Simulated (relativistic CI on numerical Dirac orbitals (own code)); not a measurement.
**Level scheme of Ir XXIII**

These numbers are calculated, not measured: Dirac-Coulomb-Breit CI, separate exchange-only KLI orbitals for each configuration, model QED (radiative potential, 1s self-energy scaled to tabulated hydrogen-like ionisation energies), unscaled Slater integrals (own radial code, finite nucleus).

Configurations in the expansion (outside the closed core [Ar] 3d10 4d10): 4s2 4p6 4f9, 4s2 4p6 4f8 5s, 4s2 4p6 4f7 5s2, 4s2 4p5 4f10, 4s2 4p6 4f8 6s, 4s 4p6 4f10, 4p6 4f11. Levels of other configurations are missing.

| No. | Configuration | Term | J | E (cm⁻¹) | % | Lifetime (s) |
| --- | --- | --- | --- | --- | --- | --- |
| 41 | 4s2 4p6 4f9 | 4F° | 3/2 | 90970.7 | 56 | 5.28e-03 |
| 42 | 4s2 4p6 4f9 | 4K° | 13/2 | 91027.7 | 36 | 1.91e-03 |
| 43 | 4s2 4p6 4f9 | 4F° | 5/2 | 91178.3 | 37 | 1.84e-03 |
| 44 | 4s2 4p6 4f9 | 4L° | 13/2 | 95502.4 | 38 | 3.06e-03 |
| 45 | 4s2 4p6 4f9 | 4G° | 9/2 | 96126.6 | 50 | 4.59e-04 |
| 46 | 4s2 4p6 4f9 | 4F° | 3/2 | 98094.8 | 45 | 1.53e-03 |
| 47 | 4s2 4p6 4f9 | 4G° | 9/2 | 98114.5 | 52 | 1.09e-03 |
| 48 | 4s2 4p6 4f9 | 2K° | 15/2 | 100469.7 | 32 | 2.24e-03 |
| 49 | 4s2 4p6 4f9 | 4K° | 11/2 | 100977.2 | 61 | 2.80e-03 |
| 50 | 4s2 4p6 4f9 | 2N° | 21/2 | 101306.5 | 52 | 1.88e-03 |
| 51 | 4s2 4p6 4f9 | 2M° | 19/2 | 101796.0 | 53 | 2.04e-03 |
| 52 | 4s2 4p6 4f9 | 4H° | 7/2 | 102083.9 | 58 | 1.81e-03 |
| 53 | 4s2 4p6 4f9 | 4I° | 9/2 | 102239.0 | 28 | 1.89e-03 |
| 54 | 4s2 4p6 4f9 | 4L° | 15/2 | 102251.5 | 48 | 2.54e-03 |
| 55 | 4s2 4p6 4f9 | 4F° | 5/2 | 103697.8 | 36 | 7.83e-04 |
| 56 | 4s2 4p6 4f9 | 4D° | 7/2 | 103909.3 | 30 | 7.48e-04 |
| 57 | 4s2 4p6 4f9 | 4I° | 13/2 | 105170.4 | 57 | 4.17e-03 |
| 58 | 4s2 4p6 4f9 | 4M° | 15/2 | 106715.3 | 28 | 7.93e-04 |
| 59 | 4s2 4p6 4f9 | 4F° | 5/2 | 106998.7 | 51 | 1.55e-03 |
| 60 | 4s2 4p6 4f9 | 4F° | 7/2 | 108807.8 | 49 | 1.70e-03 |
| 61 | 4s2 4p6 4f9 | 4P° | 1/2 | 109502.2 | 46 | 7.65e-04 |
| 62 | 4s2 4p6 4f9 | 2L° | 17/2 | 110191.7 | 50 | 1.90e-03 |
| 63 | 4s2 4p6 4f9 | 4I° | 11/2 | 113363.8 | 34 | 2.48e-03 |
| 64 | 4s2 4p6 4f9 | 4I° | 9/2 | 114225.8 | 37 | 3.06e-03 |
| 65 | 4s2 4p6 4f9 | 4D° | 3/2 | 114401.6 | 26 | 7.87e-04 |
| 66 | 4s2 4p6 4f9 | 4G° | 5/2 | 115656.4 | 26 | 6.52e-04 |
| 67 | 4s2 4p6 4f9 | 4I° | 11/2 | 116387.6 | 28 | 7.24e-04 |
| 68 | 4s2 4p6 4f9 | 2O° | 23/2 | 117238.7 | 100 | 1.83e-02 |
| 69 | 4s2 4p6 4f9 | 4G° | 9/2 | 119429.2 | 36 | 8.12e-04 |
| 70 | 4s2 4p6 4f9 | 4L° | 13/2 | 122023.4 | 23 | 1.60e-03 |
| 71 | 4s2 4p6 4f9 | 4I° | 15/2 | 122041.1 | 33 | 2.47e-03 |
| 72 | 4s2 4p6 4f9 | 2P° | 3/2 | 122527.5 | 34 | 1.11e-03 |
| 73 | 4s2 4p6 4f9 | 4H° | 11/2 | 124139.7 | 39 | 3.36e-03 |
| 74 | 4s2 4p6 4f9 | 2M° | 17/2 | 125337.0 | 49 | 1.26e-03 |
| 75 | 4s2 4p6 4f9 | 2N° | 19/2 | 125721.7 | 61 | 2.35e-03 |
| 76 | 4s2 4p6 4f9 | 2K° | 13/2 | 125888.0 | 33 | 1.20e-03 |
| 77 | 4s2 4p6 4f9 | 4H° | 9/2 | 125956.3 | 21 | 1.08e-03 |
| 78 | 4s2 4p6 4f9 | 4G° | 7/2 | 126904.6 | 57 | 1.24e-03 |
| 79 | 4s2 4p6 4f9 | 2K° | 13/2 | 127838.8 | 35 | 1.08e-03 |
| 80 | 4s2 4p6 4f9 | 2F° | 5/2 | 128337.1 | 45 | 2.41e-03 |
| 81 | 4s2 4p6 4f9 | 2H° | 11/2 | 128850.7 | 35 | 1.78e-03 |
| 82 | 4s2 4p6 4f9 | 2F° | 7/2 | 129582.2 | 42 | 6.84e-04 |
| 83 | 4s2 4p6 4f9 | 2F° | 5/2 | 131004.8 | 34 | 1.05e-03 |
| 84 | 4s2 4p6 4f9 | 4G° | 9/2 | 133315.0 | 32 | 1.18e-03 |
| 85 | 4s2 4p6 4f9 | 2H° | 11/2 | 134608.9 | 40 | 8.00e-04 |
| 86 | 4s2 4p6 4f9 | 2D° | 3/2 | 135096.2 | 41 | 9.21e-04 |
| 87 | 4s2 4p6 4f9 | 4K° | 17/2 | 135623.7 | 51 | 1.93e-03 |
| 88 | 4s2 4p6 4f9 | 2G° | 7/2 | 136540.1 | 36 | 8.40e-04 |
| 89 | 4s2 4p6 4f9 | 2L° | 15/2 | 137285.5 | 41 | 1.32e-03 |
| 90 | 4s2 4p6 4f9 | 2H° | 11/2 | 138337.4 | 42 | 1.03e-03 |
| 91 | 4s2 4p6 4f9 | 4P° | 5/2 | 138725.0 | 39 | 8.63e-04 |
| 92 | 4s2 4p6 4f9 | 4H° | 9/2 | 139618.4 | 39 | 1.01e-03 |
| 93 | 4s2 4p6 4f9 | 2G° | 7/2 | 140197.7 | 34 | 1.27e-03 |
| 94 | 4s2 4p6 4f9 | 2O° | 21/2 | 140309.6 | 67 | 1.40e-03 |
| 95 | 4s2 4p6 4f9 | 4H° | 7/2 | 141442.6 | 35 | 1.02e-03 |
| 96 | 4s2 4p6 4f9 | 2K° | 15/2 | 141513.6 | 35 | 9.70e-04 |
| 97 | 4s2 4p6 4f9 | 4P° | 3/2 | 141702.4 | 43 | 9.43e-04 |
| 98 | 4s2 4p6 4f9 | 2D° | 3/2 | 142052.7 | 47 | 7.06e-04 |
| 99 | 4s2 4p6 4f9 | 4H° | 13/2 | 143523.9 | 42 | 1.39e-03 |
| 100 | 4s2 4p6 4f9 | 2L° | 17/2 | 143699.9 | 51 | 1.72e-03 |
| 101 | 4s2 4p6 4f9 | 2H° | 9/2 | 143719.0 | 66 | 1.66e-03 |
| 102 | 4s2 4p6 4f9 | 4K° | 13/2 | 144171.0 | 45 | 1.84e-03 |
| 103 | 4s2 4p6 4f9 | 4D° | 5/2 | 146583.1 | 23 | 4.88e-04 |
| 104 | 4s2 4p6 4f9 | 2P° | 1/2 | 146780.5 | 77 | 1.86e-03 |
| 105 | 4s2 4p6 4f9 | 2H° | 9/2 | 146822.5 | 38 | 7.48e-04 |
| 106 | 4s2 4p6 4f9 | 4G° | 5/2 | 149724.4 | 30 | 1.12e-03 |
| 107 | 4s2 4p6 4f9 | 2H° | 11/2 | 150174.0 | 32 | 1.31e-03 |
| 108 | 4s2 4p6 4f9 | 2K° | 13/2 | 151662.3 | 50 | 1.15e-03 |
| 109 | 4s2 4p6 4f9 | 4D° | 7/2 | 152479.0 | 39 | 7.31e-04 |
| 110 | 4s2 4p6 4f9 | 2D° | 3/2 | 153080.6 | 44 | 8.47e-04 |

Energies count from the lowest computed level; ° marks odd parity; lifetimes are radiative, by E1, M1, E2, M2 decay to levels of this space only.

The mean weight of the leading LS term, summed over parents, in these 70 levels is 43 %, and that of the leading jj configuration (from the same eigenvectors) 53 %, so jj coupling describes them better and the LS labels are nominal.

At this charge energies of transitions that change n are usually good to better than 1 %, and those within a shell (Δn = 0) to a few per cent. Terms inside the open d or f shell come out 10 to 20 % too wide with unscaled integrals.

LS names give the leading component of a level, which can be under half, so a name can repeat, a term be missing and a line seem to break the LS rules.
